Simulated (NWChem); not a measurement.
SnH4; SMILES [SnH4]

```xyz
5

Sn     0.0000     0.0000     0.0000
H      1.1107     0.0000     1.3022
H      0.8038    -0.4721    -1.4354
H     -0.6461     1.5724    -0.1988
H     -1.2684    -1.1003     0.3320
```
Atoms are numbered in this order, from 1.

Geometry: optimised at PBE0/def2-SVP. def2 effective core potentials on Sn; no spin-orbit coupling.

Q: List the 4 lowest vertical singlet excitations from CAM-B3LYP/def2-SVP with def2 effective core potentials on Sn, full TDDFT (NWChem).

A: 
```json
[
 {"state": "S1", "energy (eV)": "8.71", "oscillator strength": "0.000", "leading excitation (squared amplitude)": "HOMO → LUMO+1 (0.49)"},
 {"state": "S2", "energy (eV)": "8.71", "oscillator strength": "0.000", "leading excitation (squared amplitude)": "HOMO → LUMO+2 (0.50)"},
 {"state": "S3", "energy (eV)": "8.71", "oscillator strength": "0.000", "leading excitation (squared amplitude)": "HOMO−2 → LUMO+1 (0.49)"},
 {"state": "S4", "energy (eV)": "8.96", "oscillator strength": "0.000", "leading excitation (squared amplitude)": "HOMO−2 → LUMO (0.26)"}
]
```
